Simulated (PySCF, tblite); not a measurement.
C₆H₁₅BO.
Cartesian coordinates in Å at the GFN2-xTB level; atoms count from 1:
```xyz
23
C6H15BO angstrom
C     -1.9000   -0.2641    1.2694
O     -1.3274    0.7154    0.4246
C     -2.2917    1.6437   -0.0319
B     -0.4753    0.0386   -0.8611
C      0.6887   -0.8788   -0.2071
C      1.9245   -1.0694   -1.1169
C      2.7405   -0.1595   -0.1909
C      1.5966   -0.1773    0.8303
H     -1.0881   -0.8829    1.6414
H     -2.6131   -0.8902    0.7241
H     -2.4059    0.2237    2.1076
H     -1.7707    2.3767   -0.6434
H     -3.0609    1.1550   -0.6383
H     -2.7582    2.1397    0.8240
H     -1.2922   -0.5720   -1.4816
H     -0.0620    1.0000   -1.4208
H      0.3095   -1.8402    0.1541
H      2.2928   -2.0944   -1.1447
H      1.8055   -0.7136   -2.1381
H      3.6912   -0.5654    0.1547
H      2.9160    0.8277   -0.6137
H      1.8185   -0.7881    1.7069
H      1.2569    0.8024    1.1654
```

Jobs on this species (23 atoms, 64 electrons) with PySCF (density fitting) and tblite. Hardware of each: one thread, Arm Neoverse N1 (aarch64) (shared host). Other jobs ran on the host; a repeat could differ by tens of per cent or more.

```
level and settings                                                                                                work  basis functions  SCF cycles  wall time
          GFN2-xTB                                                                       Hessian by finite differences                –           –          ?
     PBE0/pcSseg-1  shieldings, ring-centre shieldings, charges and field gradients, density and orbital grids written              211          14       81 s
          GFN2-xTB                                                                                   L-BFGS relaxation                –           –      1.2 s
```

Question: Fill in the missing figures.

Answer: 
- GFN2-xTB; Hessian by finite differences: 1.3 s

Question: What do all jobs in the table cost together?

Answer: About 84 s; the longest takes about 97 % of that, and about 68 times as long as the shortest.
